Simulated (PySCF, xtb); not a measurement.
benzobisthiadiazole (C₆H₂N₄S₂), SMILES S1=Nc2c(N=1)cc1nsnc1c2.

GFN2-xTB (xtb 6.7.1) at its own geometry gives an orbital gap of 1.53 eV and a dipole moment of 0.00 D.

The structure is a stationary point at B3LYP-D3(BJ)/def2-SVP.

### Question
What does HF/def2-SVP in PySCF give? (The exact figures need the calculation; the answer reports its results.)

### Answer
gap 6.92 eV (levels -8.02 and -1.09 eV), dipole 0.00 D.
